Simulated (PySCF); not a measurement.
**Radial density of Tc⁺ (technetium, charge +1)**

LDA, [Kr] 4d5 5s1, high-spin 7S determinant. All numbers are calculated (PySCF 2.14, a scalar-relativistic core potential, in cc-pVTZ-PP with ECP28MDF). This is the valence pseudo-density: the core potential removes the inner electrons and smooths the orbitals near the nucleus.

```tsv
r (bohr)	4πr²ρ (e/bohr)	4πr²(ρα − ρβ)
0.0330	2.338e-05	0.0000
0.0555	5.731e-05	0.0000
0.0933	0.0001935	0.0000
0.157	0.001604	0.0005
0.264	0.02555	0.0086
0.444	0.6869	0.1545
0.747	7.924	1.5207
1.26	10.43	3.3541
2.11	2.738	2.0562
3.56	0.4772	0.4720
5.98	0.01591	0.0159
10.1	0.0001163	0.0001
```

Energies and moments cover only the electrons outside the core potential.
